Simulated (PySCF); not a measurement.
H₄CdO₂Si, singlet, geometry from GFN2-xTB (such geometries of metal compounds can be far from the true shape) (core potentials on Cd); DF-HF/def2-SV(P) (PySCF).

The PySCF input:
```python
from pyscf import gto, scf

mol = gto.M(
    atom='''
Cd   -0.12679530    0.54744605    0.50757951
O    -1.95224951    0.16891064    0.92805836
H    -2.37760337    0.76231132    1.55282272
O     1.22697826   -0.33934760   -0.54926499
Si    0.85321216   -1.45392284   -1.64533592
H     0.18393037   -2.62163433   -1.02784157
H     2.16644834   -1.81291113   -2.18829598
H    -0.02940133   -0.88676059   -2.69614552
''',
    basis='def2-sv(p)',
    ecp={'Cd': 'def2-sv(p)'},
    verbose=4,
    max_memory=1800,
)

mf = scf.RHF(mol)
mf = mf.density_fit(auxbasis='def2-universal-jkfit')
mf.kernel()
```

Output, abridged:

```
PySCF version 2.14.0

[INPUT] verbose = 4
[INPUT] num. atoms = 8
[INPUT] num. electrons = 54
[INPUT] charge = 0
[INPUT] spin (= nelec alpha-beta = 2S) = 0
[INPUT] symmetry False subgroup None
[INPUT] Mole.unit = angstrom
[INPUT] Symbol           X                Y                Z      unit          X                Y                Z       unit  Magmom
[INPUT]  1 Cd    -0.126795300000   0.547446050000   0.507579510000 AA   -0.239608390882   1.034523102475   0.959186260341 Bohr   0.0
[INPUT]  2 O     -1.952249510000   0.168910640000   0.928058360000 AA   -3.689216900716   0.319194849125   1.753776128013 Bohr   0.0
[INPUT]  3 H     -2.377603370000   0.762311320000   1.552822720000 AA   -4.493019202143   1.440559616456   2.934409660802 Bohr   0.0
[INPUT]  4 O      1.226978260000  -0.339347600000  -0.549264990000 AA    2.318652872195  -0.641274025028  -1.037960400912 Bohr   0.0
[INPUT]  5 Si     0.853212160000  -1.453922840000  -1.645335920000 AA    1.612337308549  -2.747515973850  -3.109234271709 Bohr   0.0
[INPUT]  6 H      0.183930370000  -2.621634330000  -1.027841570000 AA    0.347578025290  -4.954170882458  -1.942339066743 Bohr   0.0
[INPUT]  7 H      2.166448340000  -1.812911130000  -2.188295980000 AA    4.093994025619  -3.425905523876  -4.135280081687 Bohr   0.0
[INPUT]  8 H     -0.029401330000  -0.886760590000  -2.696145520000 AA   -0.055560461398  -1.675734653158  -5.094976624773 Bohr   0.0

nuclear repulsion = 240.174712495839
number of shells = 38
number of NR pGTOs = 150
number of NR cGTOs = 78
basis = def2-sv(p)
ecp = {'Cd': 'def2-sv(p)'}

******** <class 'pyscf.df.df_jk.DFRHF'> ********
method = DFRHF
initial guess = minao
damping factor = 0
level_shift factor = 0
DIIS = <class 'pyscf.scf.diis.CDIIS'>
diis_start_cycle = 1
diis_space = 8
diis_damp = 0
SCF conv_tol = 1e-09
SCF conv_tol_grad = None
SCF max_cycles = 50
direct_scf = False
Set gradient conv threshold to 3.16228e-05
Initial guess from minao.
******** <class 'pyscf.df.df.DF'> ********
auxbasis = def2-universal-jkfit
init E= -592.944468735988
  HOMO = -0.61180107887448  LUMO = -0.598981343045215  gap/eV = 0.34884
cycle= 1 E= -605.714105388793  delta_E= -12.8  |g|= 2.05  |ddm|= 4.22
  HOMO = 0.0153124169521805  LUMO = 0.0328888691602713  gap/eV = 0.47828
cycle= 2 E= -591.732409077854  delta_E=   14  |g|= 5.97  |ddm|= 17.3
  HOMO = -0.285387704078177  LUMO = -0.0927013817402695  gap/eV = 5.24326
cycle= 3 E= -607.506125219396  delta_E= -15.8  |g|= 0.524  |ddm|= 16.7
  HOMO = -0.397143186825808  LUMO = -0.0104760912042892  gap/eV = 10.52175
cycle= 4 E= -607.568777833355  delta_E= -0.0627  |g|= 0.282  |ddm|= 0.732
  HOMO = -0.399507469426743  LUMO = 0.00135038356790318  gap/eV = 10.90790
cycle= 5 E= -607.58500067307  delta_E= -0.0162  |g|= 0.036  |ddm|= 0.217
  HOMO = -0.414153058345792  LUMO = 0.00488241600411499  gap/eV = 11.40254
cycle= 6 E= -607.58614380696  delta_E= -0.00114  |g|= 0.0158  |ddm|= 0.0953
  HOMO = -0.413690196767658  LUMO = 0.00496677050333005  gap/eV = 11.39224
cycle= 7 E= -607.586316455731  delta_E= -0.000173  |g|= 0.00692  |ddm|= 0.0343
  HOMO = -0.414263609326169  LUMO = 0.00492268469203339  gap/eV = 11.40664
cycle= 8 E= -607.586350490914  delta_E= -3.4e-05  |g|= 0.00317  |ddm|= 0.0151
  HOMO = -0.414535724370581  LUMO = 0.00502239749940969  gap/eV = 11.41676
cycle= 9 E= -607.586358142481  delta_E= -7.65e-06  |g|= 0.000647  |ddm|= 0.00825
  HOMO = -0.414539274992212  LUMO = 0.00501970152029685  gap/eV = 11.41678
cycle= 10 E= -607.586358593725  delta_E= -4.51e-07  |g|= 0.000132  |ddm|= 0.00227
  HOMO = -0.414541083989828  LUMO = 0.00500593326227516  gap/eV = 11.41646
cycle= 11 E= -607.586358608198  delta_E= -1.45e-08  |g|= 3.95e-05  |ddm|= 0.000369
  HOMO = -0.414536593489145  LUMO = 0.00500929634211644  gap/eV = 11.41643
cycle= 12 E= -607.586358609521  delta_E= -1.32e-09  |g|= 1.52e-05  |ddm|= 0.000103
  HOMO = -0.414535437343491  LUMO = 0.00500922200831155  gap/eV = 11.41639
cycle= 13 E= -607.586358609701  delta_E= -1.8e-10  |g|= 4.94e-06  |ddm|= 3.7e-05
  HOMO = -0.414534906014819  LUMO = 0.00500969961844078  gap/eV = 11.41639
Extra cycle  E= -607.586358609717  delta_E= -1.57e-11  |g|= 2.72e-06  |ddm|= 8.91e-06
converged SCF energy = -607.586358609717
```
